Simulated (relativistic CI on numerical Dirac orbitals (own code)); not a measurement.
**Cu3+ in a cubic cluster: 1s photoemission with charge transfer**

Computed with a charge-transfer multiplet model of a cubic metal-ligand cluster with up to 2 ligand holes, Slater and spin-orbit integrals from Dirac-Coulomb-Breit ions, Slater integrals scaled by 0.9. The ground state mixes d8 with configurations of k ligand holes L, whose averages lie at kΔ + k(k − 1)U_dd/2; a core hole lowers each added d electron by U_cd. 300 K, Lorentzian 1.1 eV and Gaussian 0.6 eV FWHM.

Atomic integrals in eV (Slater integrals scaled, ζ unscaled), ground: F2dd 12.450, F4dd 7.768, zeta_d 0.110; with the core hole: F2dd 13.918, F4dd 8.721, zeta_d 0.148, G2cd 0.086.

Cluster parameters (eV): Δ = -0.3, U_dd = 7.9, U_cd = 10.3, 10Dq = 0.5, 10Dq(ligand) = 0.1, final-state hopping factor = 0.9.

```
                             Case   n_d    d8   d9L  d10L2     S
V(eg) = 2.3 eV, V(t2g) = -1.23 eV  8.50  0.53  0.44   0.03  1.00
V(eg) = 2.6 eV, V(t2g) = -1.39 eV  8.53  0.51  0.45   0.04  1.00
V(eg) = 2.9 eV, V(t2g) = -1.55 eV  8.55  0.49  0.46   0.04  1.00
V(eg) = 3.2 eV, V(t2g) = -1.71 eV  8.57  0.48  0.47   0.05  1.00
V(eg) = 3.5 eV, V(t2g) = -1.87 eV  8.59  0.46  0.48   0.06  1.00
```

Weights, n_d and S are thermal averages at 300 K. Binding energies count from the first peak over 30 % of the highest in each spectrum, which can be another peak from case to case. The parameters are a model scan and need not match a compound or its usual spin state. Peaks in eV (height, largest 100):
- V(eg) = 2.3 eV, V(t2g) = -1.23 eV: 0.0 (100), 5.8 (91), 14.2 (61)
- V(eg) = 2.6 eV, V(t2g) = -1.39 eV: 0.0 (100), 6.4 (78), 14.8 (44)
- V(eg) = 2.9 eV, V(t2g) = -1.55 eV: 0.0 (100), 7.0 (68), 15.5 (33)
- V(eg) = 3.2 eV, V(t2g) = -1.71 eV: 0.0 (100), 7.6 (60), 16.3 (25)
- V(eg) = 3.5 eV, V(t2g) = -1.87 eV: 0.0 (100), 8.1 (54), 17.1 (20)

For the case V(eg) = 3.2 eV, V(t2g) = -1.71 eV, Δ = -0.3 eV is smaller than U_dd = 7.9 eV, the charge-transfer side of the Zaanen-Sawatzky-Allen scheme (negative Δ: between configuration averages a ligand hole costs less than the nominal valence; multiplet and field energies can change this for the lowest states). With the core hole the average of the configuration with one ligand hole lies at Δ − U_cd = -10.6 eV before mixing: it lies below the unscreened one, so the lowest final states are mostly screened and the unscreened weight appears at higher binding energy as a satellite.
